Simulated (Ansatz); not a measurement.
Reaction (ligand exchange at a Zn–O bond): `C[O][Zn][F]` + CH₃SH → `C[S][Zn][F]` + CH₃OH

Calculated with Ansatz (gas phase, PBE0-D4/def2-TZVP geometries, no zero-point term in ΔE). CBS: MP2 limit from def2 TZ/QZ plus the TZ coupled-cluster correction, frozen cores. This one scheme is used for every species. Functionals use def2-TZVPP. B3LYP here is the variant with VWN-RPA as its local correlation; programs differ in this. For Zn outer-core shells are correlated without core-valence functions, which leaves a few kJ/mol of doubt a bond. Scalar relativity is left out up to krypton. Each species was taken in one conformer, which may not be the lowest.

| level | ΔE (kJ/mol) | difference from CCSD(T)/CBS |
| --- | --- | --- |
| PBE-D4 | -63.2 | -2.5 |
| BHLYP-D4 | -62.2 | -1.5 |
| BLYP | -53.7 | 7.0 |
| B3LYP | -57.7 | 3.0 |
| r2SCANh | -62.5 | -1.8 |
| MP2/def2-SVP | -44.7 | 16.0 |
| CCSD(T)/def2-SVP | -43.7 | 17.0 |
| HF/def2-TZVPP | -59.9 | 0.8 |
| CCSD(T)/def2-TZVPP | -53.7 | 7.0 |
| HF/CBS(def2) | -57.5 | 3.2 |
| CCSD(T)/CBS | -60.7 | 0 |

Largest T1 diagnostic among the species: 0.017.

From PBE to PBE0 (25 % exact exchange), in def2-TZVPP and without D4, ΔE moves by −4.0 kJ/mol. In def2-TZVPP, CCSD(T) changes the Hartree–Fock value by +6.2 kJ/mol (the triples alone add −0.3 kJ/mol) and MP2 by +4.6 kJ/mol. At CCSD(T), def2-SVP lies +17.0 kJ/mol from the extrapolated value and def2-TZVPP +7.0 kJ/mol.
